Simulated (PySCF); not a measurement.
Compound: AlBr2F.
SMILES with atom numbers: `[F:1][Al:2]([Br:3])[Br:4]`

Cartesian coordinates in Å at the PBE0-D3(BJ)/def2-SVP level; atoms count from 1:
```
atom  x, y, z in Å
F1    -0.0590    1.7435   -0.0088
Al2   -0.0219    0.0916   -0.0193
Br3    1.9629   -0.9116   -0.0023
Br4   -1.9493   -1.0207   -0.0496
```

Jobs on this species (4 atoms, 92 electrons) with PySCF (density fitting). Hardware of each: one thread of an Arm Neoverse V1, on a shared host. Times come from a shared host and carry two figures at best. Peak memory is the resident size of the whole Python process, interpreter and libraries included.

```
                                                                 level and settings                                                          work  basis functions  SCF cycles  wall time  peak memory
 delta-SCF UKS SCAN, pcX-2 on the ionised atom, pcseg-1 elsewhere, non-relativistic                                 ΔSCF core ionisation, 3 holes              128           ?          ?            ?
    delta-SCF UKS SCAN, pcX-1 on the ionised atom, pcseg-1 elsewhere, spin-free X2C                                 ΔSCF core ionisation, 3 holes              108           ?          ?            ?
      delta-SCF UKS HF, pcX-2 on the ionised atom, pcseg-1 elsewhere, spin-free X2C                                 ΔSCF core ionisation, 3 holes              128          36       13 s     0.48 GiB
                                                 PBE0-D3(BJ)/def2-SVP, grid level 1  geometry optimisation from a GFN2-xTB start shaken at random               96          30       22 s     0.40 GiB
delta-SCF UKS SCAN, def2-TZVP on the ionised atom, pcseg-1 elsewhere, spin-free X2C                                 ΔSCF core ionisation, 3 holes              105          39      5.7 s     0.45 GiB
   delta-SCF UKS B3LYP, pcX-2 on the ionised atom, pcseg-1 elsewhere, spin-free X2C                                 ΔSCF core ionisation, 3 holes              128          38       17 s     0.47 GiB
    delta-SCF UKS SCAN, pcX-2 on the ionised atom, pcseg-1 elsewhere, spin-free X2C                                 ΔSCF core ionisation, 3 holes              128          41      7.3 s     0.40 GiB
     delta-SCF UKS PBE, pcX-2 on the ionised atom, pcseg-1 elsewhere, spin-free X2C                                 ΔSCF core ionisation, 3 holes              128          42      5.0 s     0.41 GiB
    delta-SCF UKS PBE0, pcX-2 on the ionised atom, pcseg-1 elsewhere, spin-free X2C                                 ΔSCF core ionisation, 3 holes              128          37       17 s     0.46 GiB
```

**Question.** Fill in the missing figures.

**Answer.** 
- delta-SCF UKS SCAN, pcX-2 on the ionised atom, pcseg-1 elsewhere, non-relativistic; ΔSCF core ionisation, 3 holes: 6.6 s, 0.45 GiB, 41 SCF cycles
- delta-SCF UKS SCAN, pcX-1 on the ionised atom, pcseg-1 elsewhere, spin-free X2C; ΔSCF core ionisation, 3 holes: 5.1 s, 0.45 GiB, 40 SCF cycles

**Question.** What do all jobs in the table cost together?

**Answer.** About 99 s; the longest takes about 22 % of that, and about 4.4 times as long as the shortest.
